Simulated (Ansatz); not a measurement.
Computed with Ansatz on PBE0-D4/def2-TZVP structures; ΔE is electronic, products minus reactants. CBS: MP2 limit from def2 TZ/QZ plus the TZ coupled-cluster correction, frozen cores. This one scheme is used for every species. Functionals use def2-TZVPP. For Se outer-core shells are correlated without core-valence functions, which leaves a few kJ/mol of doubt a bond. Scalar relativity is left out up to krypton. One conformer a species, not always the lowest.

Reaction (hydrogenolysis of a C–B bond): `CB(O)C=[Se]` + H₂ → `C=[Se]` + `CBO`

Problem. Is it downhill or uphill in electronic energy at CCSD(T)/CBS, and by how much? (An estimate is asked.)

Solution. The calculation gave: Uphill: ΔE = +0.13 eV.

Problem. What do these levels give: PBE-D4, B2PLYP, PBE, r2SCAN, CCSD/def2-TZVPP, MP2/def2-QZVPP? (An estimate is asked.)

Solution. Ansatz gave: PBE-D4 0.21, B2PLYP 0.05, PBE 0.13, r2SCAN 0.16, CCSD/def2-TZVPP 0.04, MP2/def2-QZVPP 0.19 eV.

Largest T1 diagnostic among the species: 0.015.

The D4 term adds +0.13 eV with B3LYP and +0.07 eV with PBE0; it sums over pairs of atoms, weighted by their polarisabilities, and B3LYP, whose exchange is more repulsive, gets the larger term. In def2-TZVPP, CCSD(T) changes the Hartree–Fock value by +0.33 eV (the triples alone add +0.07 eV) and MP2 by +0.41 eV. From PBE to PBE0 (25 % exact exchange), in def2-TZVPP and without D4, ΔE moves by −0.05 eV.

B3LYP here is the variant with VWN-RPA as its local correlation; programs differ in this.
